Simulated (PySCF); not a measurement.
Electron correlation in Cu(2+) (copper, charge +2)

[Ar] 3d8 4s1, high-spin 4F determinant (an excited configuration). Calculation: PySCF 2.14, in x2c-TZVPPall; scalar relativity by spin-free X2C-1e. Frozen: [Ne]; 17 electrons correlated.

| level | correlation energy (mhartree) |
| --- | --- |
| CCSD | -541.36 |
| (T) | -8.01 |
| CCSD(T) | -549.37 |

Diagnostics: T1 = 0.0069, D1 = 0.0163, largest double amplitude 0.016.

Problem. Is a single reference adequate?

Solution. Yes: T1 lies below 0.03 and no double amplitude reaches 0.07.

This basis was not built for core-valence correlation, so the inner-shell part is incomplete.
